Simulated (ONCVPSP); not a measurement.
germanium: one change to an ONCV potential, before and after

ONCVPSP 4.0.1 input, shortened (lines: element, Z, core and valence counts, functional; n l f; lmax; l rc ep ncon nbas qcut; lloc lpopt rc5 dvloc0; l nproj debl; icmod fcfact rcfact), PBE, scalar-relativistic:

```
  Ge 32.00    6    2        4      upf
    1    0    2.00
    2    0    2.00
    2    1    6.00
    3    0    2.00
    3    1    6.00
    3    2   10.00
    4    0    1.50
    4    1    2.50
    1
    0    1.75    0.00    3    6    4.50
    1    2.20    0.00    3    7    3.80
    0    5    1.75    0.00
    0    0    3.20
    1    3    3.00
    1    0.45    0.00
```

Change: s: qcut 3.8.

Cutoffs: the cutoffs (Ha) at which the residual kinetic energy of the hardest occupied pseudo-wave falls to 1 and 0.1 mHa per electron; they do not see the model core or the augmentation charge, which bear on the density cutoff. Errors are all-electron minus pseudo energies relative to the spin-unpolarised reference configuration.

What does the change do?

The potential gets neither clearly harder nor softer (8.4 Ha and 12 Ha → 8.0 Ha and 28 Ha); of the 4 tests that both files solve, the error grows in 2 and shrinks in 0 by more than 15 % and 0.3 meV (median size 0.9 → 1.6 meV); neither file shows a bound ghost.

| quantity | base | changed |
| --- | --- | --- |
| cutoff, loose | 8.4 Ha | 8.0 Ha |
| cutoff, tight | 12 Ha | 28 Ha |
| loose cutoff by channel | s 8.4 Ha, p 2.8 Ha | s 8.0 Ha, p 2.8 Ha |
| bound ghosts | none | none |
| GHOST(+) flags under 300 eV | none | none |
| error for 4s2 4p2, meV [ΔE -3.95 eV] | -0.6 | -1.3 |
| error for 4s2 4p1, meV [ΔE 3.49 eV] | -1.2 | -1.9 |
| error for 4s2 4p0, meV [ΔE 18.93 eV] | -35 | -33 |
| error for 4s2 4p1.5, meV [ΔE -1.15 eV] | +0.5 | -0.3 |
| s: phases at 1.78 bohr within 0.05 rad from the reference energy up to (Ha; the scan ends near 5) | 2.7 | 2.0 |
| p: phases at 2.23 bohr within 0.05 rad from the reference energy up to (Ha; the scan ends near 5) | to the end of the scan | to the end of the scan |
| rms error of d²Exc/dni dnj with the model core, mHa | 0.48 | 0.37 |
